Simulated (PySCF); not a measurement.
Point groups of optimised structures. Method used: PBE0/def2-SVPD in PySCF (dipole) on a GFN2-xTB geometry, gas phase. The symmetry is that of the one conformer found, every atom within 0.08 Å of its image; none is proved a minimum here.

Task: `[CH3:1][CH:2]([CH3:3])[CH2:4][CH:5]([CH3:6])[CH3:7]` with C1–C2–C4–C5 -59°, C2–C4–C5–C6 179°: symmetry, top, dipole?

Result: C2; near-prolate asymmetric top; symmetry number 2; 2 operations, which sort the 23 atoms into 12 sets; this conformer is chiral (no improper operation); dipole 0.11 D, along b, the twofold axis; A, B, C = 4162, 1398, 1302 MHz.

Task: Point group, rotor type and polarity of `[CH3:1][CH2:2][PH:3][CH:4]1[CH2:5][CH2:6]1` with C1–C2–P3–C4 167°, C2–P3–C4–C5 -71°?

Result: C1; near-prolate asymmetric top; symmetry number 1; this conformer is chiral (no improper operation); dipole 1.42 D; A, B, C = 6995, 1477, 1339 MHz.

Task: Point group, rotor type and polarity of `[H]/[N:1]=[CH:2]\[C:3]1=[CH:4][CH2:5][C:6]1=[O:7]` with N1–C2–C3–C4 180°?

Result: Cs; asymmetric top; symmetry number 1; 2 operations, which sort the 12 atoms into 11 sets; dipole 4.45 D, in the ab plane, which is the mirror; A, B, C = 4810, 2424, 1628 MHz.
